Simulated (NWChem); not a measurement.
The numbers come from NWChem runs, not from measurements. System: 1,1-difluoroethane (C$_{2}$H$_{4}$F$_{2}$), charge 0, spin multiplicity 1, at a geometry optimised with PBE/def2-SVP. Level: CCSD(T)/6-31G* (spherical d), 4 core orbitals frozen.

Part of the output:

```
             Northwest Computational Chemistry Package (NWChem) 7.3.0
             --------------------------------------------------------

                                NWChem Input Module
                                -------------------

 Scaling coordinates for geometry "geometry" by  1.889725989
 (inverse scale =  0.529177249)

 Turning off AUTOSYM since
 SYMMETRY directive was detected!

                             Geometry "geometry" -> ""
                             -------------------------

 Output coordinates in angstroms (scale by  1.889725989 to convert to a.u.)

  No.       Tag          Charge          X              Y              Z
 ---- ---------------- ---------- -------------- -------------- --------------
    1 C                    6.0000    -0.28261800     1.34773100     0.00000000
    2 C                    6.0000    -0.32258800    -0.16178600     0.00000000
    3 F                    9.0000     0.32183300    -0.65074400    -1.10716600
    4 F                    9.0000     0.32183300    -0.65074400     1.10716600
    5 H                    1.0000     0.77271500     1.68361100     0.00000000
    6 H                    1.0000    -0.78810000     1.74589000    -0.90059200
    7 H                    1.0000    -0.78810000     1.74589000     0.90059200
    8 H                    1.0000    -1.35826700    -0.57767100     0.00000000

 Effective nuclear repulsion energy (a.u.)     131.4376225176

            Nuclear Dipole moment (a.u.)
            ----------------------------
        X                 Y               Z
 ---------------- ---------------- ----------------
     0.0000113384    -0.0000037795     0.0000000000

      Symmetry information
      --------------------

 Group name             Cs
 Group number              2
 Group order               2
 No. of unique centers     6

      Symmetry unique atoms

     1    2    3    5    6    8


 Summary of "ao basis" -> "" (spherical)
 ------------------------------------------------------------------------------
       Tag                 Description            Shells   Functions and Types
 ---------------- ------------------------------  ------  ---------------------
 *                           6-31g*                   on all atoms

 Summary of "ao basis" -> "ao basis" (spherical)
 ------------------------------------------------------------------------------
       Tag                 Description            Shells   Functions and Types
[...]
 ccsd(t): done        6 out of       47 progress:   12.8%
 ccsd(t): done        7 out of       47 progress:   14.9%
 ccsd(t): done        8 out of       47 progress:   17.0%
 ccsd(t): done        9 out of       47 progress:   19.1%
 ccsd(t): done       10 out of       47 progress:   21.3%
 ccsd(t): done       11 out of       47 progress:   23.4%
 ccsd(t): done       12 out of       47 progress:   25.5%
 ccsd(t): done       13 out of       47 progress:   27.7%
 ccsd(t): done       14 out of       47 progress:   29.8%
 ccsd(t): done       15 out of       47 progress:   31.9%
 ccsd(t): done       16 out of       47 progress:   34.0%
 ccsd(t): done       17 out of       47 progress:   36.2%
 ccsd(t): done       18 out of       47 progress:   38.3%
 ccsd(t): done       19 out of       47 progress:   40.4%
 ccsd(t): done       20 out of       47 progress:   42.6%
 ccsd(t): done       21 out of       47 progress:   44.7%
 ccsd(t): done       22 out of       47 progress:   46.8%
 ccsd(t): done       23 out of       47 progress:   48.9%
 ccsd(t): done       24 out of       47 progress:   51.1%
 ccsd(t): done       25 out of       47 progress:   53.2%
 ccsd(t): done       26 out of       47 progress:   55.3%
 ccsd(t): done       27 out of       47 progress:   57.4%
 ccsd(t): done       28 out of       47 progress:   59.6%
 ccsd(t): done       29 out of       47 progress:   61.7%
 ccsd(t): done       30 out of       47 progress:   63.8%
 ccsd(t): done       31 out of       47 progress:   66.0%
 ccsd(t): done       32 out of       47 progress:   68.1%
 ccsd(t): done       33 out of       47 progress:   70.2%
 ccsd(t): done       34 out of       47 progress:   72.3%
 ccsd(t): done       35 out of       47 progress:   74.5%
 ccsd(t): done       36 out of       47 progress:   76.6%
 ccsd(t): done       37 out of       47 progress:   78.7%
 ccsd(t): done       38 out of       47 progress:   80.9%
 ccsd(t): done       39 out of       47 progress:   83.0%
 ccsd(t): done       40 out of       47 progress:   85.1%
 ccsd(t): done       41 out of       47 progress:   87.2%
 ccsd(t): done       42 out of       47 progress:   89.4%
 ccsd(t): done       43 out of       47 progress:   91.5%
 ccsd(t): done       44 out of       47 progress:   93.6%
 ccsd(t): done       45 out of       47 progress:   95.7%
 ccsd(t): done       46 out of       47 progress:   97.9%
 ccsd(t): done       47 out of       47 progress:  100.0%
 Time for integral evaluation pass     1        0.88
 Time for triples evaluation pass      1        2.82

 pseudo-e(mp4)  -0.15799989398509E-01
 pseudo-e(mp5)   0.17194370014814E-02
        e(t)    -0.14080552397028E-01

 --------------
 CCSD(T) Energy
 --------------
 Reference energy:                    -276.938310829507714

 CCSD corr. energy:                     -0.623582504673034
 T(CCSD) corr. energy:                  -0.015799989398509
 Total CCSD+T(CCSD) energy:           -277.577693323579240

 CCSD corr. energy:                     -0.623582504673034
 (T) corr. energy:                      -0.014080552397028
 Total CCSD(T) energy:                -277.575973886577799

 routine      calls  cpu(0)   cpu-min  cpu-ave  cpu-max   i/o
 aoccsd          1     0.01     0.01     0.01     0.01    0.00
 iterdrv         1     0.01     0.01     0.01     0.01    0.00
 pampt          11     0.06     0.06     0.06     0.06    0.00
 t2pm           11     0.09     0.09     0.09     0.09    0.00
 sxy            11     0.26     0.26     0.26     0.26    0.00
 ints      3049882    14.24    14.24    14.24    14.24    0.00
 t2eri        5808     3.74     3.74     3.74     3.74    0.00
 idx2         5808     0.48     0.48     0.48     0.48    0.00
 idx34          11     0.06     0.06     0.06     0.06    0.00
 ht2pm          11     0.17     0.17     0.17     0.17    0.00
 itm            11     0.70     0.70     0.70     0.70    0.00
 pdiis          11     0.01     0.01     0.01     0.01    0.00
 triples         1     0.00     0.00     0.00     0.00    0.00
 rdtrpo          1     0.01     0.01     0.01     0.01    0.00
 trpmos          1     0.88     0.88     0.88     0.88    0.00
 trpdrv          1     0.38     0.38     0.38     0.38    0.00
 dovvv      111202     1.12     1.12     1.12     1.12    0.00
 doooo      111202     0.40     0.40     0.40     0.40    0.00
 tengy      103259     0.87     0.87     0.87     0.87    0.00
 Total                23.50    23.50    23.50    23.50    0.00

 Task  times  cpu:       25.0s     wall:       25.0s

 Total times  cpu:       25.0s     wall:       25.0s
```

Q: Write an NWChem input that would produce this output.

A: This is not unique; one that fits is 
```
start mol
memory heap 100 mb stack 700 mb global 1900 mb
geometry units angstroms nocenter noautoz
  C     -0.282618     1.347731     0.000000
  C     -0.322588    -0.161786     0.000000
  F      0.321833    -0.650744    -1.107166
  F      0.321833    -0.650744     1.107166
  H      0.772715     1.683611     0.000000
  H     -0.788100     1.745890    -0.900592
  H     -0.788100     1.745890     0.900592
  H     -1.358267    -0.577671     0.000000
  symmetry group Cs
end
basis spherical
  * library 6-31g*
end
scf
  rhf
  nopen 0
  maxiter 100
  thresh 1e-7
  semidirect memsize 60000000 filesize 0
end
ccsd
  freeze core 4
  maxiter 60
end
task ccsd(t) energy
```
